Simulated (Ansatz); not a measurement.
Abridged output of a molecular run in Ansatz:

```
Functional definition: HF
1762 factors; integrals over basis functions are off by at most 9.5e-4 eV
mean field evaluation 1: about -12139.2684 eV, gradient 3.7e1 eV
mean field evaluation 2: about -12139.5250 eV, gradient 3.7e1 eV
mean field evaluation 4: about -12143.6954 eV, gradient 4.3e0 eV
mean field evaluation 8: about -12143.7665 eV, gradient 2.4e-1 eV
mean field -12143.76669178 eV, -446.2751945824 hartree, gradient 1.0e-6 eV, S^2 0.000000; 0 other end points of the search recorded, 0 dependent functions left out
9 core orbitals not correlated: weight in the atoms' cores, before any rotation towards them, 1.000 or more for the frozen orbitals, at most 0.000 for the correlated occupied ones
reference -12143.76669178 eV, -446.2751945824 hartree; 15, 15 occupied and 282, 282 virtual orbitals, 1762 factors
second order -21.99360283 eV of doubles, -0.00000000 eV of singles
cycle   1  -22.92031239 eV  change   -9.3e-1 eV  update   1.0e-1
cycle   2  -23.54778578 eV  change   -6.3e-1 eV  update   3.1e-2
cycle   3  -23.64558548 eV  change   -9.8e-2 eV  update   1.3e-2
cycle   4  -23.64087096 eV  change    4.7e-3 eV  update   3.5e-3
cycle   5  -23.64130998 eV  change   -4.4e-4 eV  update   1.3e-3
cycle   6  -23.64126333 eV  change    4.7e-5 eV  update   3.5e-4
cycle   7  -23.64119359 eV  change    7.0e-5 eV  update   1.1e-4
cycle   8  -23.64121827 eV  change   -2.5e-5 eV  update   3.7e-5
perturbative correction -0.98129097 eV, -0.0360617779 hartree
Total energy: -12168.38920102 eV, -447.1800551070 hartree
```

Its atoms:

Cartesian coordinates in Å:
```
C 1.0542 -1.7237 -0.8616
C 0.8983 -0.5399 0.0314
C -0.1557 0.2767 0.1449
C -1.4288 0.1443 -0.6383
Si -0.0531 1.6855 1.3608
H 1.9149 -1.5897 -1.5249
H 1.2565 -2.6227 -0.2705
H 0.1785 -1.9166 -1.4802
H 1.7653 -0.3361 0.6587
H -1.6203 1.0501 -1.2229
H -1.4249 -0.7007 -1.3280
H -2.2860 0.0229 0.0320
H -0.2336 2.9955 0.6724
H 1.2681 1.6701 2.0431
H -1.1334 1.5845 2.3831
```

Which basis set was used?
A. def2-SVP
B. def2-SVPD
C. def2-TZVPP
D. def2-QZVPP

C. It gives 306 functions.

Write the keys of the input that set method, charge and spin (a neutral closed shell needs none for the last two).


```yaml
correlation: {method: ccsd_t}
```
